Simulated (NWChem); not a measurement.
Polarisability of ClTl

```
Tl
Cl 1 2.5195
```
Charge 0, spin multiplicity 1.

Everything below was run with NWChem. All single points use one geometry, from PBE0/def2-SVP with def2 effective core potentials on Tl, a minimum by its harmonic frequencies.

Basis set: def2-SVPD. Static limit.

Effective core potentials replace the inner electrons of Tl; spin-orbit coupling is left out. The correlated methods keep 9 core orbitals frozen. B3LYP has NWChem's definition, with VWN1-RPA local correlation. The structure started from a generated list of species. Coupled-cluster values serve here as a point of comparison, not as the truth.

Problem. One of these methods gave an isotropic polarisability of 53.60 bohr³. Which?
A. CCSD linear response
B. B3LYP
C. PBE
D. HF

Solution. D, HF. The others give 55.51 (PBE), 54.39 (B3LYP), 56.54 (CCSD linear response).
